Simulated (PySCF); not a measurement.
In(vinyl)(OH)2 (C₂H₅InO₂), SMILES [CH]([In]([OH])[OH])=C. Atoms are numbered in the order given.

```xyz
10

In    -0.0410    -0.2421     0.0000
C     -0.7379     1.7651     0.0000
C      0.0868     2.8170     0.0000
H     -1.8206     1.9367     0.0000
H     -0.2916     3.8472     0.0000
H      1.1782     2.7166     0.0000
O     -1.2383    -1.8355     0.0000
H     -0.7238    -2.6511     0.0000
O      1.8727    -0.8364     0.0000
H      2.4991    -0.1046     0.0000
```

Coordinates come from a PBE0-D3(BJ)/def2-SVP optimisation. The structure was generated by enumeration; whether it is a known compound was not checked. The def2 effective core potentials stand for the cores of In; spin–orbit coupling is left out. One conformer was computed; it need not be the lowest.

All values below come from PBE/def2-TZVP (PySCF).

ESP charges are fitted to the potential on shells at 1.4 to 2.0 van der Waals radii. Atomic charges (e):

| atom | Löwdin | ESP fit |
|---|---|---|
| In1 | 0.42 | [?] |
| C2 | -0.33 | [?] |
| C3 | -0.21 | -0.39 |
| H4 | 0.15 | [?] |
| H5 | 0.12 | 0.20 |
| H6 | 0.13 | 0.17 |
| O7 | -0.29 | -0.77 |
| H8 | 0.16 | 0.41 |
| O9 | -0.30 | -0.77 |
| H10 | 0.15 | 0.38 |

Problem. Complete the blanks. (The exact figures need the calculation; the answer reports its results.)

Solution. 
- In1, ESP fit: 0.94
- C2, ESP fit: -0.35
- H4, ESP fit: 0.19
